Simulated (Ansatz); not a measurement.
System: sum formula AlHCl2, net charge 0, singlet state. 
Coordinates optimised at B3LYP-D3(BJ)/def2-TZVP (Ansatz, a quantum-chemistry and plane-wave program):
SMILES: [Cl][AlH][Cl]
```xyz
4

Cl     1.7940    -0.3221     0.1268
Al     0.0004     0.6802    -0.2572
Cl    -1.7944    -0.3237     0.1174
H      0.0012     2.1366    -0.8077
```
Charge 0, spin multiplicity 1.

Wanted: atomisation energy (electronic, to ground-state atoms), in eV. Correlated levels leave the core frozen unless marked. UHF or UKS for open shells. No spin-orbit coupling. Non-relativistic. The coupled-cluster limit lacks core correlation, which all-electron functionals hold. CBS(X,Y): correlation extrapolated as X^-3; Hartree-Fock from the larger set (for Q and 5 zeta extrapolated as (X+1)exp(-9√X)).

```tsv
level	program	atomisation energy (eV)
PBE-QIDH/def2-TZVPD	Ansatz	(withheld)
CCSD/6-31G*	Ansatz	10.72
CCSD/aug-cc-pV(T+d)Z	Ansatz	(withheld)
CCSD(T)/CBS(cc-pV(Q+d)Z,cc-pV(5+d)Z)	Ansatz	12.28
```

### Question
Some entries are withheld; supply them.

### Answer

- PBE-QIDH/def2-TZVPD, atomisation energy (eV): 12.08
- CCSD/aug-cc-pV(T+d)Z, atomisation energy (eV): 11.63
